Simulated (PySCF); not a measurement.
Molecule: SMILES F[C@@H]1C[C@@H]1O[SiH3], C₃H₇FOSi.

Molfile (atoms numbered from 1):
```
C3H7FOSi
     RDKit          3D

 13 13  0  0  0  0  0  0  0  0999 V2000
    0.1275    1.6248    0.5232 F   0  0  0  0  0  0  0  0  0  0  0  0
   -0.7577    1.0712   -0.3488 C   0  0  2  0  0  0  0  0  0  0  0  0
   -1.8023    0.1694    0.2154 C   0  0  0  0  0  0  0  0  0  0  0  0
   -0.6391   -0.4100   -0.5431 C   0  0  2  0  0  0  0  0  0  0  0  0
    0.3098   -1.1035    0.1715 O   0  0  0  0  0  0  0  0  0  0  0  0
    1.9237   -0.6896    0.3697 Si  0  0  0  0  0  4  0  0  0  0  0  0
   -0.9735    1.7344   -1.1925 H   0  0  0  0  0  0  0  0  0  0  0  0
   -1.7577    0.0252    1.2982 H   0  0  0  0  0  0  0  0  0  0  0  0
   -2.8025    0.1632   -0.2249 H   0  0  0  0  0  0  0  0  0  0  0  0
   -0.8267   -0.8057   -1.5497 H   0  0  0  0  0  0  0  0  0  0  0  0
    2.1668   -0.0328    1.6847 H   0  0  0  0  0  0  0  0  0  0  0  0
    2.3754    0.1973   -0.7445 H   0  0  0  0  0  0  0  0  0  0  0  0
    2.6809   -1.9729    0.3292 H   0  0  0  0  0  0  0  0  0  0  0  0
  1  2  1  0
  2  3  1  0
  3  4  1  0
  4  5  1  0
  5  6  1  0
  4  2  1  0
  2  7  1  6
  3  8  1  0
  3  9  1  0
  4 10  1  6
  6 11  1  0
  6 12  1  0
  6 13  1  0
M  END
```

Geometry PBE0-D3(BJ)/def2-SVP throughout; GIAO in PySCF 2.14.0 with density-fitted response routines, gas phase, one conformer, non-relativistic; equivalent atoms averaged; functional PBE0.

For orientation, 6-31G gives these absolute shieldings σ: C2 131.0, C4 149.4, C3 181.5, Si6 438.6, H11/H12/H13 27.57, H7 28.47, H10 29.17, H8 31.48, H9 31.36 ppm.

A run gave: C2 109.5, C4 131.1, C3 168.2, Si6 376.3, H11/H12/H13 26.26, H7 27.06, H10 28.07, H8 30.59, H9 30.67 ppm (absolute shieldings σ).

Task: Which basis set was used in that run?
A. IGLO-III
B. def2-SVP
C. STO-3G
D. cc-pVDZ
E. aug-cc-pVDZ

Result: A. Si6 tells them apart best: IGLO-III gives 376.3, aug-cc-pVDZ gives 437.5, def2-SVP gives 440.3, STO-3G gives 557.6, cc-pVDZ gives 441.2 ppm.
